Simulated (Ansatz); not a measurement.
CH$_{6}$GeSe (`C[Se][GeH3]`), relaxed with RKS PBE-D4/def2-SVP in the Gaussian-basis code of Ansatz from a rough embedded geometry. The force threshold is 0.03 eV/Å; the program also tests the step.

The species carries charge 0 and has multiplicity 1.

Start:

```xyz
9

C    -1.492   -0.270    0.002
Se   -0.144   -1.247   -0.883
Ge    1.479    0.204    0.001
H    -1.359   -0.304    1.047
H    -2.536   -0.738   -0.217
H    -1.575    0.799   -0.368
H     2.919   -0.264   -0.537
H     1.473    0.138    1.490
H     1.236    1.682   -0.535
```

Q: How much energy does the relaxation release, and in how many steps? (Estimate.)

A: The calculation gave: 28.64 kJ/mol, in 4 steps.

Q: Which bonds change most? (An estimate is asked.)

A: Computed: C1–Se2 from 1.886 to 1.976 Å; Ge3–H8 from 1.491 to 1.554 Å; C1–H5 from 1.165 to 1.106 Å; Ge3–H7 from 1.606 to 1.549 Å.

Q: Give the relaxed structure. (Estimate.)

A: Computed: 
```xyz
9

C    -1.624   -0.267    0.003
Se   -0.109   -1.192   -0.866
Ge    1.592    0.226   -0.029
H    -1.524   -0.296    1.104
H    -2.535   -0.820   -0.294
H    -1.702    0.778   -0.350
H     2.928   -0.319   -0.592
H     1.610    0.200    1.525
H     1.365    1.690   -0.502
```
